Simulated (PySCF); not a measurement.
Be(tBu)(NH2) (C4H11BeN), SMILES C[C](C)(C)[Be][NH2].

Geometry optimised at B3LYP-D3(BJ)/def2-SVP. Other conformers were not sampled.

Vertical ionisation energy (IE) and electron affinity (EA) in eV. Rows of orbital energies are one-electron estimates. Where ΔSCF, EOM or ADC give a negative EA the extra electron is unbound and the value depends on the basis.

| level | IE | EA |
|---|---|---|
| −ε(HOMO), −ε(LUMO), B3LYP/def2-TZVP (PySCF) | 6.74 | 0.36 |
| −ε(HOMO), −ε(LUMO), PBE/def2-TZVP (PySCF) | [?] | [?] |

Task: Some entries are withheld; supply them. (Estimate from the structure and the level; the computed values follow.)

Result: 
- −ε(HOMO), −ε(LUMO), PBE/def2-TZVP (PySCF), IE: 5.68
- −ε(HOMO), −ε(LUMO), PBE/def2-TZVP (PySCF), EA: 0.72
